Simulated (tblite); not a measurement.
Compound: C3H8Cl2GeSi.
Geometry (GFN2-xTB, Å), atoms numbered from 1 in this order:
```xyz
15
C3H8Cl2GeSi angstrom
C      2.0178    1.2763    1.0390
C      1.8036   -0.0024    0.7774
Ge     0.8846   -0.6284   -0.8347
Si    -1.2128    0.3488   -1.1908
C     -2.2625   -0.2687    0.2966
Cl    -1.5120    0.3433    1.7832
Cl    -2.2021   -2.0394    0.2937
H      2.5138    1.6124    1.9375
H      1.6973    2.0522    0.3596
H      2.1304   -0.7489    1.4900
H      0.8607   -2.1316   -0.7873
H      1.7842   -0.3289   -2.0106
H     -1.9369   -0.0988   -2.3824
H     -1.2604    1.8113   -1.1143
H     -3.3102    0.0193    0.3212
```

Method: GFN2-xTB as coded in tblite; computed harmonic values from a numerical Hessian at the method's own geometry, unscaled. The method is semi-empirical: single wavenumbers can be off by several per cent or more. Modes of hydrogen on germanium and silicon can be 10 to 20 % off. One conformer, not necessarily the lowest. The optimisation stopped once no atom felt more than 0.01 eV/Å.

Lowest wavenumbers of the output (negative numbers stand for imaginary wavenumbers):
```
mode    cm-1
  1     -56.1
  2     -20.5
  3      54.4
  4      72.5
  5      90.4
  6     139.4
  7     219.5
  8     252.3
```

**Question.** Is this structure a minimum?

**Answer.** Not by this Hessian. 2 modes are imaginary beyond 20i (56i and 20i cm⁻¹), so at this level the point lies at or near a saddle of order 2. The curvature is small, so loose convergence or finite differences may be the whole cause.

**Question.** Which atoms move in the imaginary modes?

**Answer.** 56i: C1 (terminal =CH2 carbon) 26 %, H9 (vinylic hydrogen) 22 %, H10 (vinylic hydrogen) 20 %, C2 (alkene CH carbon) 18 %; 20i: C1 (terminal =CH2 carbon) 27 %, Cl7 (alkyl chlorine) 27 %, Cl6 (alkyl chlorine) 17 %. These are shares of the mass-weighted motion.

**Question.** What is the remedy?

**Answer.** Step along such a mode in both directions, optimise again with tighter thresholds and repeat the frequencies. The zero-point energy of this point (56.5 kcal/mol) counts the 37 real modes alone, and thermal corrections from it aren't those of a minimum.

On one thread of an Arm Neoverse N1, on a shared host, this took 1.2 s. The figure is for the frequency step alone.
